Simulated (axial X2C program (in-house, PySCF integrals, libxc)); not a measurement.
## Which molecule has these constants?

All values come from calculations with an axial X2C code built on PySCF integrals, spin-free (one-electron X2C) or two-component (2c: spin–orbit coupling with atomic mean-field Coulomb and Gaunt terms, which also bring small scalar terms), in Dyall basis sets with cores contracted in-house; open shells are unrestricted.

A two-component CCSD(T) calculation in a Dyall 3-zeta basis gave Re = 2.229 Å, ωe = 509.9 cm⁻¹, De = 4.32 eV, Ω = 0.

**Question.** Which molecule is it?
A. SBr⁻
B. GaS⁻
C. GeS⁻
D. ScS⁻
E. CaS⁻

**Answer.** D. The others have SBr⁻ 2.276 Å and 360.2 cm⁻¹ (Ω = 0); GaS⁻ 2.154 Å and 440.1 cm⁻¹ (Ω = 0); GeS⁻ 2.137 Å and 461.2 cm⁻¹ (Ω = 1/2); CaS⁻ 2.482 Å and 386.1 cm⁻¹ (Ω = 1/2).

Frozen shells (counts by l): ScS⁻ Sc 3s2p, S 2s1p, 10 electrons correlated; SBr⁻ Br 3s2p1d, S 2s1p, 14 electrons correlated; GaS⁻ Ga 3s2p1d, S 2s1p, 10 electrons correlated; GeS⁻ Ge 3s2p1d, S 2s1p, 11 electrons correlated; CaS⁻ Ca 3s2p, S 2s1p, 9 electrons correlated. Coupled cluster in natural virtuals with an MP2 remainder. Where the outer core of a metal is frozen, bonds come out longer and ionisation energies lower.

Each entry is the lowest single determinant of a limited PBE0 search at one distance. De goes to single-determinant-based atoms at the same level (for ions the charge split of lowest energy) and is withheld (n/a) where an atom does not fit its ground term or J level. Main or longest-lived isotopes. One determinant is a doubtful description, or other states lie close, for ScS⁻; these need not be ground states, and all values refer to the states named.
